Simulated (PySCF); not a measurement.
A structure optimised at r2SCAN-D4/def2-SVP, used in a PySCF frequency run:

```
C
H 1 1.1096
H 1 1.1096 2 103.51
C 1 1.5285 2 110.45 3 118.23
H 4 1.1018 1 112.48 2 -56.95
H 4 1.1020 5 107.49 1 -122.69
H 4 1.1020 5 107.49 6 -114.62
B 1 1.5768 2 108.15 3 -114.57
O 8 1.3551 1 122.94 2 55.74
C 9 1.4155 8 122.43 1 0.00
H 10 1.0994 9 108.17 8 -180.00
H 10 1.1032 11 108.68 9 -121.15
H 10 1.1032 11 108.68 12 -117.70
H 8 1.2148 9 114.34 10 180.00
```
Charge 0, spin multiplicity 1.

Task: Write its SMILES, formula and point group.

Result: CCBOC, C₃H₉BO, Cs

Task: What are its rotational constants (standard atomic weights)?

Result: 14.096, 2.4309, 2.1569 GHz
